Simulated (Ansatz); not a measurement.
Cost and result for the atomization energy of CH5NOZn, SMILES `NC[O][ZnH]` (9 atoms, 8 bonds).

```xyz
9

N    -1.2138    0.0220    0.3322
C    -0.1258   -0.9028    0.4846
O     1.1120   -0.5324   -0.0480
Zn    1.4219    0.9972   -0.8980
H    -1.0691    0.8994    0.8134
H    -1.4765    0.1819   -0.6310
H    -0.4377   -1.8481    0.0226
H    -0.0044   -1.0849    1.5600
H     1.7934    2.2677   -1.6358
```

Total charge 0; spin multiplicity 1. For Zn the d shell is correlated and the shells below it are frozen. Scalar relativity is left out up to krypton. The structure was optimised at the PBE0-D4/def2-TZVP level. It is one conformer, not always the lowest. Program: Ansatz. All runs use 4 threads of an Arm Neoverse V1 on a shared host. Times are those of one run each, without the atoms' runs, and a repeat can differ threefold. Electronic energies, without spin–orbit coupling; frozen cores. CCSD(T)/CBS adds CCSD(T) − MP2 in def2-TZVPP to the MP2 limit, and its time is that of the two runs behind it. T1 = 0.016. With those shells the extrapolation isn't a true limit. B3LYP takes the VWN-RPA correlation (the form of Gaussian; ORCA's B3LYP/G).

CCSD(T)/CBS is a level of theory with its own doubt, some kJ/mol a heavy atom from the limit and from the frozen cores, so smaller differences don't rank the functionals.

| level | functions | wall time |
| --- | --- | --- |
| PBE-D4/def2-TZVPP (with forces) | 227 | 2.2 s |
| PBE0-D4/def2-TZVPP | 227 | 2.8 s |
| B3LYP-D4/def2-TZVPP (with forces) | 227 | 4.3 s |
| r2SCAN-D4/def2-TZVPP (with forces) | 227 | 4.5 s |
| B2PLYP/def2-TZVPP | 227 | 4.9 s |
| ωB97X-V/def2-TZVPP | 227 | 7.5 s |
| ωB97M-V/def2-TZVPP (with forces) | 227 | 10 s |
| MP2/def2-QZVPP | 421 | 17 s |
| CCSD(T)/def2-TZVPP | 227 | 2 min |
| CCSD(T)/CBS(def2) | – | 2.3 min |

Question: What atomization energy does each give, and how far from CCSD(T)/CBS? (Estimate.)

Answer: The calculation gave: 
| level | atomization (kJ/mol) | difference from CCSD(T)/CBS | per bond |
| --- | --- | --- | --- |
| PBE-D4/def2-TZVPP (with forces) | 2958.0 | 71.2 | 8.9 |
| PBE0-D4/def2-TZVPP | 2882.3 | -4.5 | -0.6 |
| B3LYP-D4/def2-TZVPP (with forces) | 2878.1 | -8.7 | -1.1 |
| r2SCAN-D4/def2-TZVPP (with forces) | 2896.9 | 10.1 | 1.3 |
| B2PLYP/def2-TZVPP | 2851.6 | -35.2 | -4.4 |
| ωB97X-V/def2-TZVPP | 2907.6 | 20.8 | 2.6 |
| ωB97M-V/def2-TZVPP (with forces) | 2897.8 | 11.0 | 1.4 |
| MP2/def2-QZVPP | 2911.2 | 24.4 | 3.1 |
| CCSD(T)/def2-TZVPP | 2799.4 | -87.4 | -10.9 |
| CCSD(T)/CBS(def2) | 2886.8 | 0.0 | 0.0 |

From PBE to PBE0 (25 % exact exchange), in def2-TZVPP and without D4, the atomization energy moves by −73.4 kJ/mol: exact exchange takes away binding that semilocal exchange gives to molecules. The D4 term adds +23.3 kJ/mol with B3LYP and +12.0 kJ/mol with PBE0; it sums over pairs of atoms, weighted by their polarisabilities, and B3LYP, whose exchange is more repulsive, gets the larger term. In def2-TZVPP, CCSD(T) changes the Hartree–Fock value by +867.0 kJ/mol (the triples alone add +49.9 kJ/mol) and MP2 by +925.3 kJ/mol; breaking electron pairs costs correlation energy, which Hartree–Fock lacks.
